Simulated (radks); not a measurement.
Coulomb parameter of the 5d shell of the iridium ion Ir3+ in the model configuration [Xe] 4f14 5d4 6p2, as a second difference U = [E(n + 0.25) + E(n - 0.25) - 2 E(n)] / (0.25)^2 with all orbitals relaxed. "Bare": the charge of the atom changes with n. "Screened": the 6p shell takes up the change at fixed total charge, which measures U(5d,5d) + U(6p,6p) - 2 U(5d,6p). Method: scalar-relativistic Kohn-Sham, PBE, spin-unpolarised, spherical densities, point nucleus; computed with a radial shooting solver on a logarithmic mesh with Libxc functionals.

case                      configuration  E - E(n) (eV)
start                 [Xe] 4f14 5d4 6p2          0.000
bare +0.25         [Xe] 4f14 5d4.25 6p2        -10.810
bare -0.25         [Xe] 4f14 5d3.75 6p2         11.647
screened +0.25  [Xe] 4f14 5d4.25 6p1.75         -4.591
screened -0.25  [Xe] 4f14 5d3.75 6p2.25          4.732

U(bare) = 13.394 eV, U(screened by 6p) = 2.250 eV, against the Slater integral F0(5d,5d) = 16.754 eV with frozen orbitals.
